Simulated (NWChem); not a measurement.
System: TlI; SMILES [I][Tl]

NWChem input:

```
start job
memory heap 200 mb stack 900 mb global 1100 mb
geometry units angstroms noautoz
  Tl     0.000000     0.000000    -1.138477
  I      0.000000     0.000000     1.728296
end
basis spherical
  Tl library def2-svp
  I library def2-svp
end
ecp
  I library def2-ecp
  Tl library def2-ecp
end
dft
  xc becke97-2
  iterations 150
  mulliken
end
task dft energy
```

Excerpt of the output:

```
             Northwest Computational Chemistry Package (NWChem) 7.3.0
             --------------------------------------------------------

 ORDER OF PRIMARY AXIS IS BEING SET TO 4
 C4V symmetry detected

                             Geometry "geometry" -> ""
                             -------------------------

 Output coordinates in angstroms (scale by  1.889725989 to convert to a.u.)

  No.       Tag          Charge          X              Y              Z
 ---- ---------------- ---------- -------------- -------------- --------------
    1 Tl                  81.0000     0.00000000     0.00000000    -1.13387290
    2 I                   53.0000     0.00000000     0.00000000     1.73290010

 Effective nuclear repulsion energy (a.u.)     792.4443023412

      Symmetry information
      --------------------

 Group name             C4v
 Group number             18
 Group order               8
 No. of unique centers     2

                                 NWChem DFT Module
                                 -----------------

 Summary of "ao basis" -> "ao basis" (spherical)
 ------------------------------------------------------------------------------
       Tag                 Description            Shells   Functions and Types
 ---------------- ------------------------------  ------  ---------------------
 Tl                         def2-svp                10       26   4s4p2d
 I                          def2-svp                10       26   4s4p2d

      Symmetry analysis of basis
      --------------------------

        a1         20
        a2          0
        b1          4
        b2          4
        e          24

            General Information
            -------------------
          SCF calculation type: DFT
          Wavefunction type:  closed shell.
          No. of atoms     :     2
          No. of electrons :    46
           Alpha electrons :    23
            Beta electrons :    23
          Charge           :     0
          Spin multiplicity:     1
          Use of symmetry is: on ; symmetry adaption is: on
          Maximum number of iterations: 150
          AO basis - number of functions:    52
                     number of shells:    20
          Convergence on energy requested:  1.00D-06
          Convergence on density requested:  1.00D-05
          Convergence on gradient requested:  5.00D-04

              XC Information
              --------------
                   Becke 97-2 Method XC Functional
                     Hartree-Fock (Exact) Exchange  0.210
                 Becke 1997-2  Exchange Functional  1.000
                Becke 1997-2 Correlation Potential  1.000

             Grid Information
             ----------------
          Grid used for XC integration:  medium
          Radial quadrature: Mura-Knowles
          Angular quadrature: Lebedev.
          Tag              B.-S. Rad. Rad. Pts. Rad. Cut. Ang. Pts.
          ---              ---------- --------- --------- ---------
          Tl                  1.90      123          10.0       590
          I                   1.40      123          11.0       590
          Grid pruning is: on
          Number of quadrature shells:   246
          Spatial weights used:  Erf1

      Superposition of Atomic Density Guess
      -------------------------------------

 Sum of atomic energies:        -542.36414958

      Non-variational initial energy
      ------------------------------

 Total energy =    -468.140136
 1-e energy   =   -1012.536537
 2-e energy   =     447.486720
 HOMO         =      -0.288968
 LUMO         =       0.003174

      Symmetry analysis of molecular orbitals - initial
      -------------------------------------------------

 !! scf_movecs_sym_adapt:    8 vectors were symmetry contaminated

  Symmetry fudging

 !! scf_movecs_sym_adapt:    4 vectors were symmetry contaminated

  Numbering of irreducible representations:

     1 a1          2 a2          3 b1          4 b2          5 e

  Orbital symmetries:

     1 a1          2 a1          3 a1          4 e           5 e
     6 a1          7 e           8 e           9 a1         10 e
    11 e          12 b2         13 b1         14 a1         15 e
    16 e          17 b1         18 b2         19 a1         20 a1
    21 e          22 e          23 a1         24 e          25 e
    26 a1         27 a1         28 a1         29 e          30 e
    31 e          32 e          33 a1

     ---------------------------------------------
      Total Density - Mulliken Population Analysis
     ---------------------------------------------

    Atom       Charge   Shell Charges
 -----------   ------   -------------------------------------------------------
    1 Tl  21    20.25   2.90 -0.86  1.18  0.77  3.40  2.58  0.18  0.08  9.68  0.34
    2 I   25    25.75   1.83  0.22  1.25  0.68  2.91  3.14  2.78  2.93  9.83  0.18

   convergence    iter        energy       DeltaE   RMS-Dens  Diis-err
 ---------------- ----- ----------------- --------- --------- ---------
 d= 0,ls=0.0,diis     1   -470.7581545595 -5.68D+02  3.02D-02  1.56D-01
 d= 0,ls=0.0,diis     2   -470.6907924509  6.74D-02  1.66D-02  4.52D-01
 d= 0,ls=0.0,diis     3   -470.7961337915 -1.05D-01  1.79D-03  3.74D-03
 d= 0,ls=0.0,diis     4   -470.7968841333 -7.50D-04  4.74D-04  3.48D-04
 d= 0,ls=0.0,diis     5   -470.7969374288 -5.33D-05  8.44D-05  7.75D-06
  Resetting Diis
 d= 0,ls=0.0,diis     6   -470.7969388219 -1.39D-06  2.69D-05  6.55D-07
 d= 0,ls=0.0,diis     7   -470.7969390123 -1.90D-07  4.27D-06  5.12D-09

         Total DFT energy =     -470.796939012304
      One electron energy =    -1014.486653722934
           Coulomb energy =      484.530680570742
    Exchange-Corr. energy =      -37.750646439929
 Nuclear repulsion energy =       96.909680579816

 Numeric. integr. density =       45.999999950665

                  Occupations of the irreducible representations
                  ----------------------------------------------

                     irrep           alpha         beta
                     --------     --------     --------
                     a1                9.0          9.0
                     a2                0.0          0.0
                     b1                2.0          2.0
                     b2                2.0          2.0
                     e                10.0         10.0

                       DFT Final Molecular Orbital Analysis
                       ------------------------------------

 Vector   21  Occ=2.000000D+00  E=-2.433461D-01  Symmetry=a1
              MO Center= -3.6D-17, -3.8D-16,  7.2D-01, r^2= 4.7D+00
   Bfn.  Coefficient  Atom+Function         Bfn.  Coefficient  Atom+Function
  ----- ------------  ---------------      ----- ------------  ---------------
    39      0.522167  2 I  pz                42      0.457462  2 I  pz
     3      0.321650  1 Tl s                 13     -0.273998  1 Tl pz
    36     -0.213224  2 I  pz                 4      0.208316  1 Tl s
     1     -0.199709  1 Tl s                 33     -0.172884  2 I  pz
    19      0.109677  1 Tl d  0              16     -0.099030  1 Tl pz

 Vector   22  Occ=2.000000D+00  E=-2.403540D-01  Symmetry=e
              MO Center= -1.8D-15,  1.6D-15,  1.6D+00, r^2= 2.3D+00
   Bfn.  Coefficient  Atom+Function         Bfn.  Coefficient  Atom+Function
  ----- ------------  ---------------      ----- ------------  ---------------
    38     -0.415173  2 I  py                37      0.402358  2 I  px
    41     -0.387762  2 I  py                40      0.375793  2 I  px
    35      0.170817  2 I  py                34     -0.165545  2 I  px
    32      0.138315  2 I  py                31     -0.134045  2 I  px
    12     -0.073337  1 Tl py                11      0.071074  1 Tl px

 Vector   23  Occ=2.000000D+00  E=-2.403540D-01  Symmetry=e
              MO Center=  6.6D-16,  7.1D-16,  1.6D+00, r^2= 2.3D+00
   Bfn.  Coefficient  Atom+Function         Bfn.  Coefficient  Atom+Function
  ----- ------------  ---------------      ----- ------------  ---------------
    37      0.415173  2 I  px                38      0.402358  2 I  py
    40      0.387762  2 I  px                41      0.375793  2 I  py
    34     -0.170817  2 I  px                35     -0.165545  2 I  py
    31     -0.138315  2 I  px                32     -0.134045  2 I  py
    11      0.073337  1 Tl px                12      0.071074  1 Tl py

 Vector   24  Occ=0.000000D+00  E=-7.018547D-02  Symmetry=e
              MO Center= -1.7D-16, -3.3D-16, -1.0D+00, r^2= 4.8D+00
   Bfn.  Coefficient  Atom+Function         Bfn.  Coefficient  Atom+Function
  ----- ------------  ---------------      ----- ------------  ---------------
    14      0.595146  1 Tl px                11      0.557158  1 Tl px
    40     -0.226620  2 I  px                 8     -0.167323  1 Tl px
     5     -0.165137  1 Tl px                37     -0.155276  2 I  px
    34      0.065132  2 I  px                31      0.051952  2 I  px
    15      0.048186  1 Tl py                12      0.045110  1 Tl py

 Vector   25  Occ=0.000000D+00  E=-7.018547D-02  Symmetry=e
              MO Center=  3.7D-16, -1.3D-16, -1.0D+00, r^2= 4.8D+00
   Bfn.  Coefficient  Atom+Function         Bfn.  Coefficient  Atom+Function
  ----- ------------  ---------------      ----- ------------  ---------------
    15      0.595146  1 Tl py                12      0.557158  1 Tl py
    41     -0.226620  2 I  py                 9     -0.167323  1 Tl py
     6     -0.165137  1 Tl py                38     -0.155276  2 I  py
    35      0.065132  2 I  py                32      0.051952  2 I  py
    14     -0.048186  1 Tl px                11     -0.045110  1 Tl px

[...]
```

Level: B97-2/def2-SVP with def2 effective core potentials on I, Tl. Structure relaxed at the PBE0/def2-SVP level. def2 effective core potentials on I, Tl; no spin-orbit coupling.
